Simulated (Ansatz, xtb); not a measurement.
**Ligand exchange: AlHBr2 + CHClF2 → AlH2Br + CBrClF2**

Gas-phase species: AlHBr2 `[Br][AlH][Br]`, singlet; CHClF2 (difluorochloromethane) `FC(F)Cl`, singlet; AlH2Br `[AlH2][Br]`, singlet; CBrClF2 `FC(F)(Cl)Br`, singlet. The partners trade Br for H: Al–Br and C–H bonds give way to Al–H and C–Br.

Shapes, held fixed at every level: PBE0-D4/def2-TZVP. Programs: Ansatz 0.2.0, xtb 6.7.1. The zero-point and thermal change to 298 K, harmonic and unscaled (PBE0-D4/def2-TZVP), is -14.9 kJ/mol.

Problem. Estimate ΔH(298 K) of this reaction.

Solution. The highest level, CCSD(T)/def2-TZVPP, gives ΔH(298 K) = +229.5 kJ/mol; the levels span -9.4 to +260.8. They disagree on the sign: 8 of 9 are positive. GFN0-xTB strays far from the other rows. The column of differences is taken from that level and isn't an error. No measured value is set beside it here. Relativity is left out for Br. Outer-core shells of Br are correlated, in sets that cover them unevenly.

```
              level                   kind  ΔH(298 K) (kJ/mol)  less CCSD(T)/def2-TZVPP
           GFN0-xTB         semi-empirical                -9.4                   -238.9
        HF/def2-SVP           Hartree–Fock              +260.8                    +31.3
      HF/def2-TZVPP           Hartree–Fock              +255.2                    +25.7
   SPW92/def2-TZVPP                    LDA              +208.1                    -21.4
BHLYP-D4/def2-TZVPP          global hybrid              +238.8                     +9.3
  B2PLYP/def2-TZVPP          double hybrid              +230.0                     +0.5
   CCSD(T)/def2-SVP  coupled cluster or CI              +230.2                     +0.7
    CCSD/def2-TZVPP  coupled cluster or CI              +234.4                     +4.9
 CCSD(T)/def2-TZVPP  coupled cluster or CI              +229.5                      0.0
```
